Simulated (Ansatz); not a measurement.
B(H)(SeH)2 (BH3Se2), SMILES [SeH]B[SeH].

The structure is a stationary point at B3LYP-D3(BJ)/def2-SVP. This is a generated structure with no PubChem entry under its InChIKey; it may be hypothetical. One conformer was computed; it need not be the lowest.

Two levels are set side by side: PBE/def2-SVPD (Ansatz, a program for electronic structure) and PBE0/def2-SVPD (Ansatz). Energy differences of separate SCF runs at the same geometry; the states with an electron removed or added have multiplicity 2 and 2. Differences are taken from unrounded values.

```tsv
quantity	PBE
vertical ionisation energy (eV)	8.89
vertical singlet–triplet gap (eV)	3.78
```

Q: These are the PBE values. What does PBE0 give? (The exact figures need the calculation; the answer reports its results.)

A: 
```csv
quantity,PBE0,PBE minus PBE0
vertical ionisation energy (eV),9.07,-0.18
vertical singlet–triplet gap (eV),3.95,-0.17
```
